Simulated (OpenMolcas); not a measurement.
S II.

- Program: OpenMolcas 26.06
- Basis: ANO-RCC-VTZP [5s4p2d1f]
- Scalar Hamiltonian: DKH2, point nucleus
- Active space: 5 electrons in 9 orbitals (RAS2 3s 3p; RAS3 3d, at most 2 electrons)
- State averaging: 2S+1 = 4 odd, 1 root; 2S+1 = 2 odd, 8 roots; 2S+1 = 4 even, 3 roots; 2S+1 = 2 even, 9 roots
- Spin-orbit coupling: state interaction with AMFI integrals over the reference wave functions, term energies averaged over their components

Two sets of levels on these reference wave functions, in cm⁻¹ above 3s² 3p³ ⁴S°_3/2: one from RASSCF and one from SS-RASPT2, IPEA 0.25 Eh, imaginary shift 0.1 Eh (closed shells correlated: 2s 2p).

| Level | Set 1 | Set 2 |
| --- | --- | --- |
| 3s² 3p³ ⁴S°_3/2 | 0.0 | 0.0 |
| 3s² 3p³ ²D°_3/2 | 18130 | 15550 |
| 3s² 3p³ ²D°_5/2 | 18150 | 15570 |
| 3s² 3p³ ²P°_1/2 | 28360 | 25660 |
| 3s² 3p³ ²P°_3/2 | 28370 | 25680 |
| 3s 3p⁴ ⁴P_5/2 | 79530 | 79340 |
| 3s 3p⁴ ⁴P_3/2 | 79860 | 79670 |
| 3s 3p⁴ ⁴P_1/2 | 80050 | 79860 |
| 3s 3p⁴ ²D_3/2 | 102930 | 100250 |
| 3s 3p⁴ ²D_5/2 | 102940 | 100260 |

Q: Which set is which?

A: Set 2 is SS-RASPT2. Its levels of the other terms of 3s² 3p³ lie at 0.86 to 0.91 of the other set's values, as expected, since terms of lower spin or lower L gain more correlation energy than the Hund ground term. Against 9 measured levels (NIST Handbook of Basic Atomic Spectroscopic Data) the mean absolute deviation is 950 cm-1 with it and 2700 cm-1 without; single levels miss by up to 2400 cm-1 with it.

CASPT2 does not keep the components of a term degenerate, so their means are used; among the terms shown or strongly mixed into the levels shown the widest spread is 49 cm-1 (3s 3p⁴ ²D, SS-RASPT2). The run also gave levels led by 3s² 3p² 3d, which use shells meant for correlation; these and all levels above them are left out. Some terms mix strongly with configurations of 3d, whose occupation reaches 0.36 (3s 3p⁴ ⁴P, 3s 3p⁴ ²D). Without dynamic correlation excited terms often stand tens of per cent too high (terms of higher spin than the ground term too low), and those without a measured partner can miss by more than the paired ones (holds for RASSCF). Measured partners are found by configuration, term and J. A level has none where our copy of the source lacks it or the pairing is in doubt (some pairs that miss far off the trend of their configuration count as doubtful), and it then counts in no deviation. Levels of configurations outside the active space are missing. Levels that lie high or do not pair safely by name in every column are left out.

° marks odd parity.
